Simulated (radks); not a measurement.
Results of a calculation; reference values are marked as such.
Ionisation of neutral aluminium, [Ne] 3s2 3p1, to Al+, [Ne] 3s2, under several functionals. Non-relativistic Kohn-Sham, spin-polarised, spherical densities, point nucleus; open shells are filled with parallel spins first; a radial shooting solver on a logarithmic mesh with Libxc functionals. Known Delta-SCF values: TPSS 5.940 eV. What does BLYP give, and what is its highest occupied eigenvalue?

Answer. 5.774 eV by Delta-SCF; the 3p eigenvalue is -2.775 eV. NIST: 5.986 eV (measured).
